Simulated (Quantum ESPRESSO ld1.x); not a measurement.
Problem. The table gives one normalised radial function P(r) = r R(r) (large component) of Al3+ in [Ne] (r in bohr). Calculated with ld1.x of Quantum ESPRESSO 7.5: Dirac Kohn-Sham, exchange-only LDA, spin-unpolarised, spherical densities, point nucleus.

r	P
0.00961	0.0064
0.01292	0.0112
0.01751	0.0197
0.02373	0.0344
0.03216	0.0596
0.04359	0.1013
0.05907	0.1684
0.08006	0.2715
0.1076	0.4159
0.1459	0.6121
0.1977	0.8427
0.268	1.0665
0.3631	1.2151
0.4922	1.2175
0.667	1.0456
0.8968	0.7531
1.215	0.4254
1.647	0.1755
2.232	0.0474

Which n and l does it have? It may be an empty orbital.

Solution. n = 2, l = 1: the number of nodes gives n - l - 1 = 0, the rise at small r points to l (for j = l - 1/2 the large component starts as r^gamma with gamma = sqrt(l^2 - (Z/c)^2) = 1.00 and the r^(l+1) term takes over further out; the orbital of l - 1 with the same j starts with the same power, but with a larger coefficient, and does not steepen), and the extent must fit the shell. The curve is that of 2p1/2; the two j differ most near the nucleus, where j = l - 1/2 has the larger amplitude, and in heavy atoms j = l - 1/2 is also the more compact. 2p1/2: eigenvalue -102.45 eV, 0 radial nodes, <r> = 0.598 bohr, 90 % of the charge inside 1.01 bohr.
